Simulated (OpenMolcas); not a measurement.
**Sn I: effect of the IPEA shift**

| Quantity | Value |
| --- | --- |
| Program | OpenMolcas |
| Basis | ANO-RCC-VTZP [7s6p4d2f1g] |
| Scalar Hamiltonian | DKH2, point nucleus |
| Active space | 2 electrons in 3 orbitals (5p) |
| State averaging | 2S+1 = 3 even, 3 roots; 2S+1 = 1 even, 6 roots |
| Spin-orbit coupling | RASSI with atomic mean-field integrals over the reference wave functions, term energies averaged over their components |

Methods on the same reference wave functions:
A. CASSCF
B. SS-CASPT2, IPEA 0 Eh, imaginary shift 0.1 Eh (closed shells correlated: 4d 5s)
C. SS-CASPT2, IPEA 0.25 Eh, imaginary shift 0.1 Eh (closed shells correlated: 4d 5s)

Energies in cm⁻¹ above 5s² 5p² ³P₀, the measured ground level; measured values from NIST Handbook of Basic Atomic Spectroscopic Data.

| Level | A | B | C | Measured |
| --- | --- | --- | --- | --- |
| 5s² 5p² ³P₀ | 0.0 | 0.0 | 0.0 | 0.0 |
| 5s² 5p² ³P₁ | 1346 | 1427 | 1429 | 1692 |
| 5s² 5p² ³P₂ | 3045 | 3070 | 3050 | 3428 |
| 5s² 5p² ¹D₂ | 10242 | 9150 | 8780 | 8613 |
| 5s² 5p² ¹S₀ | 21507 | 17690 | 17590 | 17162 |

Deviations, from unrounded energies. A percentage is the sum of absolute deviations over the sum of measured energies, with the sign that they share, or ± where signs differ.

```json
{"Against measurement": "mean absolute deviation (cm-1)", "Levels": "4", "A": "1700", "B": "420", "C": "310"}
{"Against measurement": "fine structure of the ground term (%)", "Levels": "2", "A": "-14.2", "B": "-12.2", "C": "-12.5"}
{"Against measurement": "other terms of the ground configuration (%)", "Levels": "2", "A": "+23.2", "B": "+4.1", "C": "+2.3"}
```

C lies closest to measurement on these levels and A furthest from it. The largest miss of C in the table is 5s² 5p² ¹S₀, by +430 cm-1. The ranking rests on the paired levels alone, and a cruder setting can come out closer through cancelling errors.

Between B and C the level of the table that moves most is 5s² 5p² ¹D₂, by 370 cm-1 (lowest in C, highest in B). Moves below CASPT2's spread within the term are not significant.

From A to B the spin-free energies of the other terms of 5s² 5p² shown, above ³P, scale by factors of 0.79 to 0.84.

The lowest spin-free term lies below A's lowest term by 0.480 hartree in B, 0.472 hartree in C.

CASPT2 breaks the degeneracy within a term, and the mean is taken; among the terms shown or strongly mixed into the levels shown the widest spread is 79 cm-1 (5s² 5p² ¹D, C). With the s shell closed, the reference lacks s² → p² mixing. Computed and measured levels are paired by configuration, term and J; levels that our copy of the source lacks, or whose pairing is in doubt (as where it misses far off the trend of its configuration), stay unpaired and out of the deviations. Levels of configurations outside the active space are missing.
